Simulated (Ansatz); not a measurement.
**Energy profile**

The step: SiH₂Cl₂ ([Cl][SiH2][Cl]) + NH₃ + NH₃ → SiNH₃Cl₂ ([NH2][SiH]([Cl])[Cl]) + NH₃ + H₂; bonds formed: H2–H8, H6–N9; dative contacts that become bonds: Si1–N7; bonds broken: Si1–H2, H6–N7, H8–N9 (atoms numbered as in the saddle structure below).

```xyz
13
angstrom
Si -0.2724 1.0387 0.8593
H -0.0255 -0.6082 1.0490
Cl -2.2242 0.4732 0.1358
Cl 0.0042 1.0784 2.9405
H -0.5780 2.4892 0.7040
H 0.1701 -0.8416 -1.5668
N 1.0654 0.9735 -0.2635
H -0.1164 -1.1335 0.1333
N -0.2446 -1.5896 -1.0112
H 1.4151 1.8732 -0.5619
H 1.8364 0.3602 -0.0384
H 0.2110 -2.4779 -1.1816
H -1.2412 -1.6356 -1.1984
```

Electronic energies by CCSD(T) at an estimated basis limit (MP2 extrapolated from triple and quadruple zeta, plus CCSD(T) − MP2 in triple zeta), on PBE0-D4/def2-TZVP structures; SiN$_{2}$H$_{8}$Cl$_{2}$, closed shell; no counterpoise correction. Computed with Ansatz 0.2.0 (basis: def2-TZVPP and def2-QZVPP); correlated methods freeze the cores. Extrapolation: Hartree–Fock as exp(−7.88 √X), correlation as X^−2.97.

**Question.** Give the profile in kcal/mol, counted from the separated reactants. (An estimate is asked for; the value comes from the calculation.)

**Answer.** The calculation gives:
```tsv
point	kcal/mol
separated: SiH$_{2}$Cl$_{2}$ (linked as [Cl][SiH2][Cl]; Si1, H2, Cl3, Cl4, H5; singlet) + NH$_{3}$ (H6, N7, H10, H11; singlet) + NH$_{3}$ (H8, N9, H12, H13; singlet)	0.00
start structure	-12.64
saddle	16.70
end structure	-18.64
separated: SiNH$_{3}$Cl$_{2}$ (linked as [NH2][SiH]([Cl])[Cl]; Si1, Cl3, Cl4, H5, N7, H10, H11; singlet) + H$_{2}$ (H2, H8; singlet) + NH$_{3}$ (H6, N9, H12, H13; singlet)	-11.41
```

No T1 diagnostic of these runs exceeds 0.010.

For scale, one of the runs: CCSD(T)/def2-TZVPP, 300 basis functions, launched by `ansatz run in.yaml --threads 8 --pin off --events-out ev --progress --plain --max-ram 19148MiB`. Time: 4 min of wall clock on 8 CPU threads of an Intel Xeon; the host was shared. Peak host memory: 9.9 GiB.
